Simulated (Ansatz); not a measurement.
`CC(C)Br`, charge 0, multiplicity 1.

Give a relaxed structure at PBE0-D4/def2-TZVP (Ansatz). (Best estimate.)

Ansatz gave: 
Z-matrix (Å, degrees):
```
C
C 1 1.509
H 1 1.090 2 111.6
H 1 1.092 2 110.9 3 121.0
H 1 1.095 2 109.2 3 -119.8
C 2 1.509 1 113.6 3 -179.7
Br 2 1.969 1 109.2 3 -57.6
H 2 1.090 1 110.7 3 55.1
H 6 1.092 2 110.9 1 58.7
H 6 1.095 2 109.2 1 -60.5
H 6 1.090 2 111.6 1 179.7
```
Point group Cs.
This is one stationary point; other conformers may exist.
